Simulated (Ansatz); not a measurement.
Ansatz results at the PBE0-D4/def2-TZVP geometry: HOMO energy (B3LYP/def2-TZVPP) -7.39 eV; HOMO–LUMO gap (B3LYP/def2-TZVPP) 4.58 eV; LUMO energy (PBE/def2-TZVPP) -3.54 eV.

Each molecule was computed in one conformer, which needn't be the lowest.

Question: Which molecule gave them?
A. `FB1N=CS1`
B. `BCB[SiH2]F`
C. `B[SiH](C)BF`
D. `[AlH]1[SiH2][PH]1`

Answer: C. The others give `BCB[SiH2]F`: -7.89, 5.31, -3.35; `[AlH]1[SiH2][PH]1`: -5.86, 3.72, -2.75; `FB1N=CS1`: -7.37, 4.94, -3.25.

B3LYP here is the variant with VWN-RPA as its local correlation; programs differ in this.
